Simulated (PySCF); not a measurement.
InBr2, SMILES [Br][In][Br], multiplicity 2. The structure is a stationary point at B3LYP-D3(BJ)/def2-SVP. The multiplicity is an assumed one; other spin states were not compared. The isomer is the one that the SMILES or the coordinates give; other isomers of the formula were not compared. The def2 effective core potentials stand for the cores of In; spin–orbit coupling is left out.

Computed equilibrium geometry at B3LYP-D3(BJ)/def2-SVP (PySCF confirms it by a frequency run) as Cartesian coordinates in Å, and its point group:
point group C2v.
```xyz
3

In     0.0000     0.0000     0.7442
Br     0.0000     2.2291    -0.5210
Br     0.0000    -2.2291    -0.5210
```
Charge 0, spin multiplicity 2.
